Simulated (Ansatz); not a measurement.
```yaml
crystal:
  periodic: [false, false, false]
  atoms:
    - {symbol: Si, position_ang: [-0.523353, 1.426629, -0.963151]}
    - {symbol: O, position_ang: [0.050810, 0.277864, 0.103058]}
    - {symbol: Si, position_ang: [0.303114, 0.289720, 1.753459]}
    - {symbol: In, position_ang: [0.272439, -1.981576, -0.909791]}
    - {symbol: H, position_ang: [-1.988889, 1.273698, -1.109729]}
    - {symbol: H, position_ang: [-0.204112, 2.764349, -0.404115]}
    - {symbol: H, position_ang: [0.165515, 1.215243, -2.254250]}
    - {symbol: H, position_ang: [-0.866249, -0.311064, 2.433857]}
    - {symbol: H, position_ang: [0.465225, 1.705215, 2.172042]}
    - {symbol: H, position_ang: [1.533653, -0.483866, 2.024430]}
    - {symbol: H, position_ang: [-1.027461, -1.661311, -2.008106]}
    - {symbol: H, position_ang: [-0.067944, -2.725264, 0.616918]}
    - {symbol: H, position_ang: [1.907652, -1.824435, -1.439820]}
basis:
  gaussian: {orbitals: STO-3G, point_charges: [{charge: 0.50, position_ang: [5.294, 0.080, -0.915]}]}
hamiltonian: {xc: {name: CAM-B3LYP}, dispersion: d4}
accuracy: high
```

```sh
$ ansatz run in.yaml --threads 4 --pin off --events-out ev --progress --plain --max-ram 10444MiB
```

Output, abridged:

```
Functional definition: CAM-B3LYP
1215 factors; integrals over basis functions are off by at most 4.2e-8 eV
351 factors; integrals over basis functions are off by at most 8.7e-10 eV
mean field evaluation 1: about -172432.2355 eV, gradient 2.4e1 eV
mean field evaluation 2: about -172433.7440 eV, gradient 1.6e1 eV
mean field evaluation 4: about -172434.4339 eV, gradient 4.7e-1 eV
mean field evaluation 8: about -172434.3016 eV, gradient 1.4e-2 eV
mean field evaluation 16: about -172434.3016 eV, gradient 7.6e-7 eV
mean field -172434.30155411 eV, -6336.8437019459 hartree, gradient 1.6e-8 eV, S^2 0.000000; 0 other end points of the search recorded, 0 dependent functions left out
reference -172434.30157375 eV, -6336.8437026679 hartree; 47, 47 occupied and 12, 12 virtual orbitals, 1215 factors
Total energy: -172434.59943653 eV, -6336.8546489229 hartree
```

Run time 8.5 s (4 threads of an Intel Xeon on a shared host); peak host memory 0.5 GiB.
